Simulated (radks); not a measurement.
Results of a calculation; reference values are marked as such.
The nuclear charge of neutral osmium is varied continuously with 76 electrons held in [Xe] 4f14 5d6 6s2. Code: a radial shooting solver on a logarithmic mesh with Libxc functionals. Model: scalar-relativistic Kohn-Sham, PBE, spin-polarised, spherical densities, point nucleus; open shells are filled with parallel spins first (spin-orbit coupling, left out, can overturn this in heavy ions). By the Hellmann-Feynman theorem dE/dZ = E(electron-nucleus)/Z, the electronic potential at the nucleus. The scalar-relativistic energy here is not variational (the density holds large components alone), so the two differ by a part that grows with Z.

Z,E (hartree),E(electron-nucleus)/Z (hartree),HOMO,e(HOMO) (eV),<r> HOMO (bohr)
75.8,-17140.6931,-560.438,5d,-2.904,1.946
76,-17253.9427,-562.724,5d,-4.789,1.876
76.2,-17367.6591,-565.011,5d,-6.800,1.817
76.4,-17481.8427,-567.300,6s,-8.507,2.914
76.6,-17596.4938,-569.589,6s,-10.197,2.834
76.8,-17711.6129,-571.881,6s,-11.958,2.762
77,-17827.2004,-574.174,6s,-13.789,2.695

The central difference of E at Z = 76 is -567.415 hartree, to compare with the third column; the second derivative is -11.7 hartree.
